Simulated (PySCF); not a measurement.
Compound: C6H11PSi.
Bonds: Si1–C2, C2–P3, P3–C4, C4–C5 (double), C5–C6, C6–C7, C7–C8 (double), P3–C8. Hydrogens: H9, H10, H11 on Si1; H12, H13 on C2; H14 on C4; H15 on C5; H16, H17 on C6; H18 on C7; H19 on C8.

Torsions of this conformer, `[SiH3:1][CH2:2][P:3]1[CH:4]=[CH:5][CH2:6][CH:7]=[CH:8]1`: Si1–C2–P3–C4 -48°.

The closed-shell ground state was solved at several levels (PySCF, density fitting, gas phase, non-relativistic). Isolated species at its PBE0-D3(BJ)/def2-SVP geometry (one conformer only).

```csv
level,basis functions,HOMO (eV),LUMO (eV),gap (eV),dipole (D)
PBE0/pcSseg-1,205,-6.03,-0.33,5.70,1.08
CAM-B3LYP/def2-SVPD,256,-7.20,0.73,7.93,1.00
```

(1) Estimate the row for KT2/pcSseg-1, a basis of 205 functions; the other rows only guide the guess.

(2) Over all these levels, which gives the widest orbital gap and which the narrowest?

(3) How far do the dipole and the HOMO energy spread over the levels?

Results:

(1) HOMO -5.09 eV, LUMO -1.31 eV, gap 3.78 eV, dipole 1.00 D.

(2) CAM-B3LYP/def2-SVPD (range-separated hybrid) has the widest, 7.93 eV, and KT2/pcSseg-1 (GGA) the narrowest, 3.78 eV. Functional and basis both differ between the two, so the spread mixes both effects.

(3) The dipole runs from 1.00 to 1.08 D (mean 1.03 D) and the HOMO from -7.20 to -5.09 eV.
